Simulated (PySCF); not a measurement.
# `B(c1ccc(C#C)s1)(C)C`, C8H9BS

Geometry:
| atom | x (Å) | y (Å) | z (Å) |
| --- | --- | --- | --- |
| C1 | 5.025 | -0.832 | -1.348 |
| C2 | 3.931 | -0.706 | -0.836 |
| C3 | 2.653 | -0.559 | -0.250 |
| C4 | 2.302 | -0.753 | 1.080 |
| C5 | 0.935 | -0.515 | 1.310 |
| C6 | 0.220 | -0.139 | 0.180 |
| B7 | -1.285 | 0.197 | 0.037 |
| C8 | -1.917 | 0.504 | -1.373 |
| C9 | -2.203 | 0.243 | 1.316 |
| S10 | 1.285 | -0.088 | -1.185 |
| H11 | 5.994 | -0.943 | -1.798 |
| H12 | 3.024 | -1.056 | 1.838 |
| H13 | 0.463 | -0.615 | 2.289 |
| H14 | -1.202 | 0.718 | -2.182 |
| H15 | -2.653 | 1.322 | -1.322 |
| H16 | -2.492 | -0.392 | -1.675 |
| H17 | -1.821 | -0.297 | 2.194 |
| H18 | -3.229 | -0.097 | 1.105 |
| H19 | -2.294 | 1.307 | 1.606 |

Method used: TDDFT CAM-B3LYP/aug-cc-pVDZ excited states, vertical, gas phase (PySCF). Geometry: PBE0-D3(BJ)/def2-SVP.

**Question.** How strongly do the lowest singlets absorb one photon, and two photons of half the energy?

**Answer.** δ for parallel linear polarisation; σ at the peak of a Lorentzian of half width 0.1 eV, single beam; Ω is circular over linear.
| state | E (eV) | f | photon λ (nm) | δ (au) | σ (GM) | Ω | main |
| --- | --- | --- | --- | --- | --- | --- | --- |
| S1 | 4.34 | 0.453 | 571 | 399 | 2.76 | 0.75 | HOMO→LUMO 0.95 |
| S2 | 4.89 | 0.047 | 507 | 310 | 2.72 | 0.83 | HOMO−1→LUMO 0.90 |
| S3 | 5.21 | 0.000 | 476 | 0.49 | 0.01 | 1.39 | HOMO−2→LUMO 0.84 |
| S4 | 5.60 | 0.000 | 443 | 1.53 | 0.02 | 1.50 | HOMO→LUMO+9 0.31, HOMO→LUMO+8 0.27 |
| S5 | 5.81 | 0.001 | 427 | 1.12 | 0.01 | 1.14 | HOMO−3→LUMO 0.86 |
| S6 | 5.96 | 0.008 | 416 | 97.9 | 1.27 | 1.08 | HOMO→LUMO+1 0.56, HOMO→LUMO+2 0.19 |
